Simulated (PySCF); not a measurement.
**Electronic absorption of (LiF)4 cube**

Species: (LiF)4 cube, Li4F4.
Structure used (PBE0-D3(BJ)/def2-SVP), in Å, numbered top down from 1:
```xyz
8
Li4F4 angstrom
Li     0.7659   -0.6880    1.0657
F     -0.1416    0.8373    1.4040
Li    -1.4292    0.0797    0.3871
F     -0.5977   -1.5138    0.2085
Li     0.1252   -0.7607   -1.2658
F      1.5817   -0.0837   -0.4323
Li     0.5377    1.3677   -0.1852
F     -0.8421    0.7616   -1.1821
```

Computed with TDDFT wB97X-D/def2-SVPD, vertical, gas phase, core orbitals frozen in the response (PySCF 2.14.0, density-fitted response routines).

**Question.** What does the calculation give for the low-lying excited states?

**Answer.** 

```json
{"state": "S1", "E (eV)": "8.48", "ν̃ (cm⁻¹)": "68390", "f": "0.045", "|μ| (D)": "1.18", "symmetry": "T2", "main configurations (H = HOMO, L = LUMO)": "H-2/H-1/H→L (≥68%)"}
{"state": "S2", "E (eV)": "8.48", "ν̃ (cm⁻¹)": "68410", "f": "0.045", "|μ| (D)": "1.19", "symmetry": "T2", "main configurations (H = HOMO, L = LUMO)": "H-2/H-1/H→L (≥69%)"}
{"state": "S3", "E (eV)": "8.48", "ν̃ (cm⁻¹)": "68440", "f": "0.045", "|μ| (D)": "1.18", "symmetry": "T2", "main configurations (H = HOMO, L = LUMO)": "H-2/H-1/H→L (≥72%)"}
{"state": "S4", "E (eV)": "8.67", "ν̃ (cm⁻¹)": "69960", "f": "0.0000", "|μ| (D)": "0.02", "symmetry": "–", "main configurations (H = HOMO, L = LUMO)": "H-3→L (69%)"}
{"state": "S5", "E (eV)": "8.68", "ν̃ (cm⁻¹)": "69990", "f": "0.0000", "|μ| (D)": "0.01", "symmetry": "–", "main configurations (H = HOMO, L = LUMO)": "H-4→L (68%)"}
{"state": "S6", "E (eV)": "8.68", "ν̃ (cm⁻¹)": "70010", "f": "0.0000", "|μ| (D)": "0.01", "symmetry": "–", "main configurations (H = HOMO, L = LUMO)": "H-5→L (69%)"}
{"state": "S7", "E (eV)": "9.07", "ν̃ (cm⁻¹)": "73150", "f": "0.048", "|μ| (D)": "1.18", "symmetry": "T2", "main configurations (H = HOMO, L = LUMO)": "H-6→L (23%), H-8→L (11%), H-2/H-1/H→L+1/L+2 (≥10%)"}
{"state": "S8", "E (eV)": "9.07", "ν̃ (cm⁻¹)": "73160", "f": "0.049", "|μ| (D)": "1.19", "symmetry": "T2", "main configurations (H = HOMO, L = LUMO)": "H-7→L (19%), H-2/H-1/H→L+1/L+2 (≥13%), H-8→L (12%)"}
{"state": "S9", "E (eV)": "9.08", "ν̃ (cm⁻¹)": "73200", "f": "0.049", "|μ| (D)": "1.20", "symmetry": "T2", "main configurations (H = HOMO, L = LUMO)": "H-7→L (16%), H-2/H-1/H→L+3 (≥12%), H-8→L (11%)"}
```

Triplets (Tamm–Dancoff): T1 8.41 eV, H-2/H-1/H→L (≥70%); T2 8.41 eV, H-2/H-1/H→L (≥63%); T3 8.41 eV, H-2/H-1/H→L (≥71%).

The lowest singlet level (S1/S2/S3) lies at 8.48 eV (146 nm, vacuum ultraviolet) and is of moderate strength. The strongest level in the table is S7/S8/S9 at 9.07 eV (137 nm, f = 0.147 summed). It is the last of those listed, so stronger ones may follow. S1/S2/S3, S4/S5/S6 and S7/S8/S9 lie within about 0.01 eV of each other in each set; the point group Td has degenerate representations, and within a degenerate level the listed configurations can mix freely. Löwdin shares by element: HOMO (one of a set within 0.03 eV) fluorine 97%; LUMO lithium 98%. Weighted by f, the mean energy of these states is 8.79 eV. Of the 9 states listed, 6 reach f = 0.01 and 3 stay under 0.0005. The oscillator strengths of these states sum to 0.282; summed over the whole spectrum of an exact calculation they would give the number of electrons, 48 (Thomas–Reiche–Kuhn). All these states lie below the vertical ionisation energy of 11.97 eV (ΔSCF). Symmetry labels in Td follow from the direction of the transition dipole and are given only for states with f of 0.002 or more. Orbitals of the list HOMO-3 to LUMO+2 that lie within 0.01 eV of each other are written together with a slash and their weights summed (≥ marks a lower bound); for degenerate orbitals outside that list single weights are arbitrary. Only the lowest 10 singlets were computed, as vertical energies without vibronic structure. The highest level found (9.10 eV, f 0.0004 so far) is left out, since the window may have cut off a degenerate partner.

One conformer stands for the species.
